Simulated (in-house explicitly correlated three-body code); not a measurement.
Computed with an exponentially correlated three-body code. Model: two electrons around a point charge, non-relativistic, variational in 260 exponentially correlated functions (energies converged to about 1e-7 hartree, or 1e-8 relative for large Z).

For this charge the correlation energy is taken as exact minus Hartree-Fock, from which it differs by microhartrees, and the kinetic parts follow from it.

For two electrons in a singlet the Kohn-Sham orbital is the square root of half the density, so the exact Kohn-Sham potential and energy parts follow from the density alone, and exchange is minus half the Hartree energy. The Kohn-Sham level equals minus the binding energy of the second electron.

Command:
```bash
python run_hyl.py task.json out
```
Settings (lengths in bohr, energies in hartree):
```
Z                      7.6
interaction_strength   1
functions              260
states_tried           13
```

Run time, properties included: 58 s on 1 thread of Intel(R) Xeon(R) Platinum 8175M CPU @ 2.50GHz (Skylake/Cascade Lake) (shared host).

**Those bound S and P states to n = 4 that converged, binding against the one-electron ion.**

Given: nuclear charge 7.6.

Computed: one-electron threshold -28.88 hartree.

| term | energy (hartree) | binding (eV) | quantum defect |
| --- | --- | --- | --- |
| 1 1S | -53.1665397 | 660.87 | 0.053008 |
| 2 3S | -34.7198574 | 158.91 | 0.068797 |
| 2 3P | ? | ? | ? |
| 2 1S | -34.4514257 | 151.61 | 0.022822 |
| 2 1P | -34.2785033 | 146.9 | -0.0085944 |
| 3 3S | -31.4092478 | 68.824 | 0.065506 |
| 3 3P | -31.3386039 | 66.902 | 0.023646 |
| 3 1S | -31.3382403 | 66.892 | 0.023425 |
| 3 1P | -31.2880802 | 65.527 | -0.0074157 |
| 4 3S | -30.2862289 | 38.265 | 0.064491 |
| 4 1S | ? | ? | ? |
| 4 3P | -30.2573303 | 37.479 | 0.023418 |
| 4 1P | -30.2365019 | 36.912 | -0.0069944 |

Question: What belongs in the row 2 3P?

Answer: energy (hartree): -34.4598423; binding (eV): 151.84; quantum defect: 0.024314.

Question: What belongs in the row 4 1S?

Answer: energy (hartree): -30.2574827; binding (eV): 37.483; quantum defect: 0.023638.

**Electric-dipole lines between converged S and P states, rate of the upper state's decay.**

```
s state  p state  p minus s (eV)  oscillator strength from s  rate (1/s)
   1 1S     2 1P          513.97                       0.687  2.6249e+12
   1 1S     3 1P          595.34                     0.14531  7.4493e+11
   1 1S     4 1P          623.96                    0.054922  3.0928e+11
   2 1S     2 1P               ?                           ?           ?
   2 1S     3 1P          86.079                     0.37009  3.9664e+10
   2 1S     4 1P          114.69                    0.093071  1.7709e+10
   3 1S     2 1P         -80.009                   -0.057866  1.6073e+10
   3 1S     3 1P          1.3649                     0.12476  3.3619e+06
   3 1S     4 1P           29.98                     0.40221  5.2288e+09
   4 1S     2 1P         -109.42                   -0.012491  6.4891e+09
   4 1S     3 1P         -28.044                    -0.13042  4.4508e+09
   4 1S     4 1P         0.57092                     0.17373      819030
   2 3S     2 3P          7.0754                     0.10044  7.2729e+07
   2 3S     3 3P          92.009                     0.34254  4.1943e+10
   2 3S     4 3P               ?                           ?           ?
   3 3S     2 3P         -83.011                   -0.060773  1.8172e+10
   3 3S     3 3P          1.9223                     0.16808  8.9836e+06
   3 3S     4 3P          31.345                     0.37219  5.2894e+09
   4 3S     2 3P         -113.57                   -0.012757  7.1396e+09
   4 3S     3 3P         -28.637                    -0.13955  4.9657e+09
   4 3S     4 3P         0.78637                     0.23153  2.0709e+06
```

Question: What belongs in the row 2 1S 2 1P?

Answer: p minus s (eV): 4.7055; oscillator strength from s: 0.071738; rate (1/s): 2.2974e+07.

Question: What belongs in the row 2 3S 4 3P?

Answer: p minus s (eV): 121.43; oscillator strength from s: 0.088237; rate (1/s): 1.8819e+10.

**Exact Kohn-Sham parts of the ground state from its density.**

Computed: total energy -53.1665397 hartree; Kohn-Sham kinetic 53.123 hartree; Hartree energy 9.0546 hartree; exchange energy -4.5273 hartree; kinetic part of the DFT correlation energy 0.0439 hartree; exact minus restricted Hartree-Fock -0.045389 hartree; Kohn-Sham level -660.87 eV; restricted Hartree-Fock level -661.15 eV; C6 of two such species 0.00017955 hartree·bohr⁶.

Question: What is the potential part of the DFT correlation energy?

Answer: -0.089289 hartree.

Question: What is the dipole polarisability?

Answer: 0.0032907 bohr³.

**Functionals on the exact density and self-consistent, errors are functional minus exact, hybrids only self-consistent, a dash where a self-consistent run leaves the top level unbound.**

```tsv
result	exchange error (millihartree)	correlation error (millihartree)	functional driven error (millihartree)	density driven error (millihartree)	self consistent total error (millihartree)	top level plus exact binding (eV)
revTPSS	-3.1486	-5.2827	-8.4314	-0.23715	-8.6685	40.548
BP86	31.975	-22.878	9.0971	-0.92141	8.1757	44.035
RPBE	10.234	-2.2124	8.0218	-1.4405	6.5813	44.141
LDA VWN5	?	?	?	?	?	?
TPSS	-3.6846	-3.1212	-6.8057	-0.35828	-7.164	41.205
B3LYP VWN-RPA	-	-	-	-	34.365	34.958
AM05	?	?	?	?	?	?
PBE0	-	-	-	-	62.041	33.224
PBEsol	280.65	-15.967	264.68	-1.4028	263.28	46.751
SCAN	-4.1038	1.9014	-2.2023	-0.31307	-2.5154	39.658
M06-L	-50.91	-11.941	-62.851	-2.3399	-65.191	39.186
wB97X	-	-	-	-	-106.44	32.82
LDA PW92	640.53	-140.97	499.56	-2.5728	496.98	48.823
PBE	86.613	-2.2124	84.401	-1.3747	83.026	44.67
```

Question: What belongs in the row LDA VWN5?

Answer: exchange error (millihartree): 640.53; correlation error (millihartree): -141.94; functional driven error (millihartree): 498.59; density driven error (millihartree): -2.5713; self consistent total error (millihartree): 496.01; top level plus exact binding (eV): 48.81.

Question: What belongs in the row AM05?

Answer: exchange error (millihartree): 495.14; correlation error (millihartree): -117.1; functional driven error (millihartree): 378.04; density driven error (millihartree): -1.7306; self consistent total error (millihartree): 376.31; top level plus exact binding (eV): 48.191.

The density-driven part is never positive, since each functional's own density lowers its energy. Here it is small beside the functional-driven part (median ratio 0.028), the normal case.
